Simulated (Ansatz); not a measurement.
`C[NH][GeH2][F]` → `N[CH](F)[GeH3]`  (isomerisation)

Isolated molecules relaxed with PBE0-D4/def2-TZVP in Ansatz; ΔE leaves out vibrations. CBS: MP2 limit from def2 TZ/QZ plus the TZ coupled-cluster correction, frozen cores. DFT in def2-TZVPP. For Ge outer-core shells are correlated without core-valence functions, which leaves a few kJ/mol of doubt a bond. Scalar relativity is left out up to krypton. One conformer a species, not always the lowest.

CCSD(T)/CBS gives +36.9 kcal/mol.

Q: Another level gave +34.4 kcal/mol. Which?
A. HF/def2-TZVPP
B. CCSD/def2-TZVPP
C. r2SCAN/def2-TZVPP
D. PBE-D4/def2-TZVPP

A: C. r2SCAN 34.4, CCSD/def2-TZVPP 37.2, PBE-D4 31.9, HF/def2-TZVPP 40.2 kcal/mol.

Largest T1 diagnostic among the species: 0.012.

From PBE to PBE0 (25 % exact exchange), in def2-TZVPP and without D4, ΔE moves by +1.7 kcal/mol. In def2-TZVPP, CCSD(T) changes the Hartree–Fock value by −3.5 kcal/mol (the triples alone add −0.5 kcal/mol) and MP2 by −1.0 kcal/mol.
